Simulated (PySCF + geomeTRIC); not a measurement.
Species: H2AlBrO2, SMILES `[OH][Al]([OH])[Br]` (H–O–Al–Br torsion 0°, Br–Al–O–H torsion -180°) (charge 0, multiplicity 1).

Problem. Give a relaxed geometry from PBE0-D4/def2-TZVP run with PySCF + geomeTRIC.

Solution. Several could match; the one computed here: the end point of this relaxation, one of several conformers (outside a Z-matrix the atoms follow the SMILES, hydrogens last).
Cartesian coordinates (Å) in one orientation:
```xyz
6

O     -1.197    -0.909     0.015
Al    -0.008     0.284     0.002
O      1.620    -0.134     0.014
Br    -0.538     2.460    -0.031
H     -2.133    -0.716     0.008
H      1.914    -1.044     0.027
```
